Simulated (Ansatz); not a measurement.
**Relative stability**

Two relaxed structures of CH2OTe, closed shell (PBE0-D4/def2-TZVP; forces vanish, vibrations not checked).

A:

C1  (-0.117, 0.541, -0.285)
O2  (-0.322, -0.671, -0.212)
Te3  (0.512, -2.011, 1.153)
H4  (-0.639, 1.099, -1.064)
H5  (0.565, 1.041, 0.408)
(Å)

B:

C1  (-0.020, 0.338, -0.144)
O2  (-0.791, -0.228, 0.812)
Te3  (0.578, -1.668, 0.284)
H4  (-0.465, 0.466, -1.130)
H5  (0.698, 1.092, 0.178)
(Å)

Program: Ansatz 0.2.0. Basis: def2-TZVPP. Cores are frozen in the correlated methods. Filled d shells of the heavier atoms are correlated. Core potentials replace the inner electrons of the atoms past krypton. The def2 sets are not built for correlating such inner shells, so the correlated values are less sure here. B3LYP uses VWN-RPA correlation.

(1) Which structure is lower at CCSD(T), and by how much? (An estimate is asked for; the value comes from the calculation.)

(2) Do the other methods give the same order? (A judgement: the text doesn't fix the answer.)

No T1 diagnostic of these runs exceeds 0.025. The restricted Hartree–Fock reference is unstable towards an unrestricted one at one or more of these structures.

Answers

(1) The calculation gives: B, by 12.04 kcal/mol (electronic energy, against the other). By their contacts, A is CH₂OTe ([CH2][O][Te]) and B is CH₂OTe ([CH2]1[O][Te]1).

(2) The calculation gives: Not all: HF gives the other order.

| method | E(B) − E(A) (kcal/mol) |
| --- | --- |
| PBE-D4 | -10.24 |
| r2SCAN-D4 | -10.97 |
| PBE0-D4 | -11.44 |
| B3LYP-D4 | -6.55 |
| wB97M-V | -8.91 |
| HF | 4.39 |
| MP2 | -18.00 |
| CCSD | -9.62 |
| CCSD(T) | -12.04 |

Labels in which every atom is bracketed show which atoms are joined, not bond orders.

For scale, one of the runs: CCSD(T)/def2-TZVPP, 140 basis functions, launched by `ansatz run in.yaml --threads 2 --pin off --events-out ev --progress --plain --max-ram 4352MiB`. Hardware: 2 CPU threads of an Arm Neoverse V2, shared host. Wall time 24 s; peak host memory 0.96 GiB.
